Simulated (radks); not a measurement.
Ir2+, configuration [Xe] 4f14 5d7 (the NIST ground configuration).

All-electron calculation, scalar-relativistic Kohn-Sham, r2SCAN, spin-polarised, spherical densities, finite nucleus; open shells are filled with parallel spins first (spin-orbit coupling, left out, can overturn this in heavy ions); meta-GGA in the generalised Kohn-Sham scheme; Fermi nuclear charge, rms radius 5.4032 fm. Program: a radial shooting solver on a logarithmic mesh with Libxc functionals.

Energy parts (eV):
part                       energy
total                  -485047.14
kinetic                 539057.87
electron-nucleus      -1202140.54
Hartree                 187457.11
exchange-correlation     -9421.57

Orbitals (lengths in bohr, moments of r in powers of bohr; <r^-3> diverges for s and p1/2):
| orbital | occ. | eigenvalue (eV) | <r^-3> | <1/r> |
|---|---|---|---|---|
| 1s down | 1 | -76216.23 | - | 92.15 |
| 1s up | 1 | -76216.22 | - | 92.15 |
| 2s up | 1 | -13374.98 | - | 21.61 |
| 2s down | 1 | -13374.69 | - | 21.61 |
| 2p up | 3 | -11620.67 | 23050 | 19.36 |
| 2p down | 3 | -11620.45 | 23050 | 19.36 |
| 3s up | 1 | -3152.304 | - | 8.018 |
| 3s down | 1 | -3152.273 | - | 8.018 |
| 3p up | 3 | -2636.989 | 5234 | 7.346 |
| 3p down | 3 | -2636.934 | 5234 | 7.346 |
| 3d up | 5 | -2068.329 | 657.1 | 6.916 |
| 3d down | 5 | -2068.159 | 657.0 | 6.916 |
| 4s up | 1 | -692.5371 | - | 3.415 |
| 4s down | 1 | -692.3054 | - | 3.414 |
| 4p up | 3 | -522.7694 | 1237 | 3.095 |
| 4p down | 3 | -522.5695 | 1236 | 3.094 |
| 4d up | 5 | -313.1109 | 135.0 | 2.765 |
| 4d down | 5 | -312.8707 | 135.0 | 2.765 |
| 5s up | 1 | -118.3970 | - | 1.365 |
| 5s down | 1 | -116.6621 | - | 1.374 |
| 4f up | 7 | -80.5831 | 24.91 | 2.313 |
| 4f down | 7 | -80.1973 | 25.00 | 2.318 |
| 5p up | 3 | -74.8446 | 193.4 | 1.157 |
| 5p down | 3 | -72.5996 | 197.9 | 1.168 |
| 5d up | 5 | -25.5926 | 11.69 | 0.8098 |
| 5d down | 2 | -22.9648 | 11.69 | 0.8052 |

The highest occupied level is 5d down at -22.965 eV. For comparison, the ionisation energy in NIST's Atomic Spectra Database is 28 eV (theoretical). In exact Kohn-Sham theory the highest level is minus the ionisation energy, but local and semilocal functionals leave it too shallow, through self-interaction and a potential that decays too fast; potentials with the right tail come closer. The spin density at the nucleus is -18.66 e/bohr^3 (1s -0.01, 2s -2.70, 3s 0.70, 4s 4.22, 5s -20.88). The electron density at the nucleus is 1.947e+06 e/bohr^3 (large components only).
